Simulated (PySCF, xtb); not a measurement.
C6H10, SMILES C/C(=C/C)C=C. The values are those of a single conformer.

Harmonic wavenumbers (cm⁻¹) from GFN2-xTB (xtb) at its own minimum, in rising order: 58, 79, 200, 235, 246, 325, 370, 467, 551, 666, 792, 838, 884, 966, 999, 1018, 1035, 1043, 1046, 1130, 1243, 1306, 1355, 1402, 1406, 1421, 1474, 1486, 1487, 1499, 1665, 1691, 2985, 3002, 3007, 3018, 3034, 3044, 3062, 3074, 3108, 3133.

**Question.** What does PBE-D3(BJ)/def2-SVP in PySCF give at its own minimum? (Estimate from the structure and the level; the computed values follow.)

**Answer.** 114, 150, 203, 237, 255, 317, 393, 465, 555, 696, 750, 816, 878, 915, 986, 992, 1001, 1017, 1017, 1101, 1230, 1268, 1319, 1339, 1352, 1389, 1398, 1399, 1404, 1424, 1625, 1666, 2956, 2961, 3015, 3031, 3062, 3074, 3080, 3084, 3097, 3178. Paired by order, the mean absolute difference is 32 cm⁻¹ and the zero-point energies are 87.0 and 86.1 kcal/mol.
